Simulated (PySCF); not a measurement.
**A thermochemical cycle for CsRb**

PBE0 in PySCF with def2-SVP on every atom (core potentials on Rb, Cs), for the lowest determinant that a PBE0 search found; no spin–orbit coupling. CsRb, a singlet (closed shell), has De = 0.43 eV to neutral atoms, and CsRb⁺, a doublet (σ ↑), has De = 0.60 eV to Cs⁺ + Rb.

The adiabatic ionisation energy of CsRb, between the minima, is 3.73 eV.

Question: Which ionisation energy of the Cs atom does this level give?

Answer: IE(Cs) = IE(molecule) + De(ion) − De(neutral) = 3.73 + 0.60 − 0.43 = 3.90 eV; the measured value is 3.894 eV (NIST ASD).

Closed-shell solutions of metal pairs were not tested for spin polarisation, which can lower them a little. Weak bonds: CsRb. Basis-set superposition, not corrected here, can be much of De in a small basis, most of all at correlated wavefunction levels. Spin–orbit coupling is left out. For an ion De counts to the pair picked by the measured ionisation energies or electron affinities, which need not be the lowest pair at this level. States were picked by a PBE0 search and need not be the measured ground states.
